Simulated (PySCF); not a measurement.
Magnetic shielding above rings: a mixed set.

NICS = −σ at a ghost point: NICS(0) at the centroid of the ring atoms, NICS(1) 1 Å to either side along the normal of their mean plane, zz for the tensor component along that normal. Level: GIAO PBE0/pcSseg-1 (PySCF, non-relativistic, gas phase) on the GFN2-xTB geometries, one conformer each. Atom numbers follow the mapped SMILES.

Task: Order these rings by mean NICS(1)zz, lowest (most negative) first (ppm).
A. ring Si4–C5–Si6–Si7–O8 in `[O:1]=[C:2]([OH:3])[Si@@H:4]1[CH2:5][SiH2:6][SiH2:7][O:8]1`
B. ring C2–C3–C7 in `[CH3:1][C@@H:2]1[C@H:3]2[CH2:4][CH2:5][CH2:6][C@@H:7]12`
C. ring C4–C8–C9 in `[F:1][CH:2]([F:3])[C@@:4]12[CH:5]=[CH:6][CH2:7][C@@H:8]1[CH2:9]2`
D. ring N5–C6–C7–C8–N9 in `[CH3:1][CH2:2][C@H:3]([CH3:4])[n:5]1[cH:6][cH:7][cH:8][n:9]1`
E. ring C6–C7–C8–O9–C10 in `[CH:1]#[C:2][CH2:3]/[P:4]=[P:5]/[c:6]1[cH:7][cH:8][o:9][cH:10]1`
F. ring C2–C3–C4 in `[CH3:1][C@@H:2]1[CH2:3][C@@:4]12[CH2:5][C@@H:6]2[CH3:7]`
G. ring C3–N4–C5–C6–N9–N10 in `[CH:1]#[C:2][c:3]1[n:4][cH:5][c:6]([S:7][CH3:8])[n:9][n:10]1`

Result: D (-31.4), E (-25.1), B (-24.0), C (-22.3), G (-21.1), F (-19.1), A (-3.0).

| SMILES | ring | NICS(0) | NICS(1) | NICS(1)zz | HOMA | rms pucker (Å) | ring atoms with four or more neighbours |
| --- | --- | --- | --- | --- | --- | --- | --- |
| CC[C@H](C)n1cccn1 | 5-membered ring with 2 N; formal bonds all aromatic | -13.3 | -11.9 | -31.4 | 0.97 | 0.00 | 0 |
| C#CC/P=P/c1ccoc1 | 5-membered ring with O; formal bonds all aromatic | -10.5 | -9.7 | -25.1 | 0.48 | 0.00 | 0 |
| C[C@@H]1[C@H]2CCC[C@@H]12 | 3-membered carbocycle; formal bonds all single | -46.5 | -9.5 | -24.0 | – | 0.00 | 3 |
| FC(F)[C@@]12C=CC[C@@H]1C2 | 3-membered carbocycle; formal bonds all single | -43.0 | -8.2 | -22.3 | – | 0.00 | 3 |
| C#Cc1ncc(SC)nn1 | 6-membered ring with 3 N; formal bonds all aromatic | -2.3 | -9.4 | -21.1 | 0.95 | 0.00 | 0 |
| C[C@@H]1C[C@@]12C[C@@H]2C | 3-membered carbocycle; formal bonds all single | -40.7 | -7.0 | -19.1 | – | 0.00 | 3 |
| O=C(O)[Si@@H]1C[SiH2][SiH2]O1 | 5-membered ring with O and 3 Si; formal bonds all single | -4.5 | -2.6 | -3.0 | – | 0.10 | 4 |

NICS(0) gives another order. The isotropic NICS(1) gives another order. HOMA uses Krygowski's 1993 parameters; it is left out where a ring has a four-coordinate atom, a triple bond, no multiple bond or a kind of bond without parameters. NICS(1) and NICS(1)zz are means over the two faces.
